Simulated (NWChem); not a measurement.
Species: InO, doublet; SMILES [In]=[O]

Program: NWChem. Spin-unrestricted. Coordinates come from a PBE0/def2-SVP, spin-unrestricted optimisation. No stability test was run on the SCF state. def2 effective core potentials on In; no spin-orbit coupling. Level B3LYP/def2-TZVP: single points from the atomic guess with DIIS by default; each run changes one setting, and all converged runs end within 0.3 mHa of each other.

Problem. Which setting needs the most SCF iterations, or fails (defaults; occupation smearing of 0.005 Ha; DIIS on 3 Fock matrices; no DIIS, 40 % damping; level shift of 0.5 Ha throughout)?

Solution. no DIIS, 40 % damping, which doesn't converge.
```json
[
 {"setting": "defaults", "SCF iterations": "12"},
 {"setting": "level shift of 0.5 Ha throughout", "SCF iterations": "26"},
 {"setting": "occupation smearing of 0.005 Ha", "SCF iterations": "12"},
 {"setting": "DIIS on 3 Fock matrices", "SCF iterations": "11"},
 {"setting": "no DIIS, 40 % damping", "SCF iterations": "not converged in 200"}
]
```
